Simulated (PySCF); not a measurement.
All values below come from CAM-B3LYP-D3(BJ)/def2-TZVPD run with PySCF. Isolated molecules, 0 K electronic values unless said otherwise. 

Reference species (SMILES): `[O-][SiH3]` (charge -1, multiplicity 1).

```json
{
 "HOMO": "-2.70 eV"
}
```

Changed species: `[O-][SiH2][SiH3]` (X = silyl, proton removed; the reference has X = H, proton removed).

Q: What does the change do to the HOMO?

A: the HOMO drops by 0.23 eV, to -2.93 eV.
